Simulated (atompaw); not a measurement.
## Reading a pseudo-wave (oxygen (O))

Columns: radius, all-electron u(r) and pseudo u(r) of the 2s shell (level -31.39 eV) of oxygen in the configuration [He] 2s2 2p3.5; PBE, scalar-relativistic, PAW (atompaw) scheme, atompaw 4.2.0.5.

```csv
r (bohr),all-electron,pseudo
0.060,-0.3745,0.0587
0.119,-0.4227,0.1202
0.179,-0.3097,0.1898
0.238,-0.1286,0.2670
0.298,0.0761,0.3546
0.358,0.2739,0.4497
0.417,0.4480,0.5472
0.477,0.5988,0.6460
0.537,0.7215,0.7390
0.596,0.8154,0.8197
0.656,0.8860,0.8863
0.715,0.9335,0.9335
0.775,0.9628,0.9628
0.835,0.9758,0.9758
0.894,0.9757,0.9757
0.954,0.9649,0.9649
1.013,0.9459,0.9459
1.073,0.9201,0.9201
1.133,0.8893,0.8893
1.192,0.8555,0.8555
1.252,0.8188,0.8188
1.312,0.7805,0.7805
1.371,0.7420,0.7420
1.431,0.7028,0.7028
1.490,0.6645,0.6645
1.550,0.6261,0.6261
```

(1) How many radial nodes do the two functions have?

(2) At about which radius was the pseudo-wave matched?

(3) Is the pseudo-wave norm-conserving?

## Answers

(1) The all-electron 2s function has n − l − 1 = 1; the pseudo-wave has 0, since the states of the same l below it are removed with the core.

(2) 0.70 bohr, where the columns begin to agree (steps of 0.06 bohr).

(3) No, it belongs to a PAW set: the norm inside the radius is not constrained, and the difference is carried by the augmentation charge.
